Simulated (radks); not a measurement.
Ionisation of the selenium ion Se7+, [Ar] 3d9, to [Ar] 3d8 as the strength of local exchange is varied. All-electron calculation, scalar-relativistic Kohn-Sham, Slater X-alpha exchange (alpha = 2/3 is LDA exchange), no correlation, spin-polarised, spherical densities, point nucleus; open shells are filled with parallel spins first. Program: a radial shooting solver on a logarithmic mesh with Libxc functionals.

| alpha | E(Se7+) (hartree) | exchange (hartree) | IE (eV) | -e of the level emptied (eV) | <r> of it (bohr) |
|---|---|---|---|---|---|
| 0.586 | -2399.48092 | -68.51363 | 181.19 | 165.04 (3d) | 0.5993 |
| 0.667 | -2408.97828 | -78.26264 | 185.27 | 169.04 (3d) | 0.5941 |
| 0.676 | -2410.03564 | -79.35003 | 185.72 | 169.49 (3d) | 0.5935 |
| 1.02 | -2450.76336 | -121.53614 | 203.68 | 187.15 (3d) | 0.5726 |
| ? | -2404.51851 | -73.68063 | 183.35 | 167.16 (3d) | 0.5965 |

Which alpha was used in the last row?

Answer. alpha = 0.629. NIST Atomic Spectra Database: 184 +/- 2.1 eV (theoretical). The Delta-SCF value meets it near alpha = 0.64. Open shells are spherical and high-spin; term and fine-structure splittings are not resolved.
